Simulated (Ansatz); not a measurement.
All numbers were calculated with Ansatz.

A structure relaxed at PBE0-D4/def2-TZVP, charge 0, multiplicity 1:

```csv
atom,x (Å),y (Å),z (Å)
B1,-0.7748,1.8628,0.3794
Si2,-0.3301,0.0123,-0.2641
C3,1.3321,-0.1069,-1.1316
C4,-0.4711,-1.3042,1.0687
H5,-1.5396,2.0482,1.2831
H6,-0.3443,2.8400,-0.1645
H7,-1.4108,-0.2288,-1.2810
H8,2.1514,0.0821,-0.4330
H9,1.4811,-1.1008,-1.5607
H10,1.4039,0.6263,-1.9380
H11,-1.4522,-1.2699,1.5477
H12,0.2855,-1.1573,1.8440
H13,-0.3311,-2.3038,0.6501
```

Q: Give its formula and SMILES.

A: C2H9BSi, `B[SiH](C)C`.

Q: Point group (tolerance 0.08 Å, 0.16 Å for H)?

A: Cs.

Q: Summarise the bond lengths by kind.

A: 1 × B–Si 2.009 Å; 2 × B–H 1.198 Å; 2 × C–Si 1.879 Å; 1 × H–Si 1.503 Å; 6 × C–H 1.092 to 1.093 Å.
